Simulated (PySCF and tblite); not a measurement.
The numbers below are computed, except where a source is named.
C6H10O, numbered as in [O:1]=[C:2]1[CH2:3][CH2:4][CH2:5][CH2:6][CH2:7]1.

Geometries PBE0-D3(BJ)/def2-SVP; weights from PBE0-D3(BJ)/def2-TZVP (IEF-PCM, chloroform) energies and GFN2-xTB thermal corrections, with symmetry numbers and mirror pairs. Conformers within 3 kcal/mol (GFN2-xTB free energy) were kept, 8 at most. (PySCF 2.14, tblite 0.8.)

The 6-ring runs over atoms 2–3–4–5–6–7. Of a mirror pair one member is shown.

```json
{"conformer": "1", "shape": "6-ring chair", "symmetry": "Cs"}
{"conformer": "2", "shape": "6-ring twist-boat (ring torsions 60, -29, -29, 60, -29, -29°)", "symmetry": "C2 (pair)"}
```

Problem. Which of these conformers is the most populated at 298.15 K, and with what share?

Solution. Conformer 1, about 99 %.

Problem. Give the DFT energies and free energies relative to the lowest, and all weights.

Solution. 
| conformer | shape | E(DFT) kcal/mol | G(298.15 K) kcal/mol | weight % |
| --- | --- | --- | --- | --- |
| 1 | 6-ring chair | 0.00 | 0.00 | 99.4 |
| 2 | 6-ring twist-boat (ring torsions 60, -29, -29, 60, -29, -29°) | 3.33 | 3.05 | 0.6 |

Problem. How does its share change from 180 K to 400 K?

Solution. From 100 % to 98 %; the mixing entropy goes from 0.00 to 0.24 cal/(mol K).
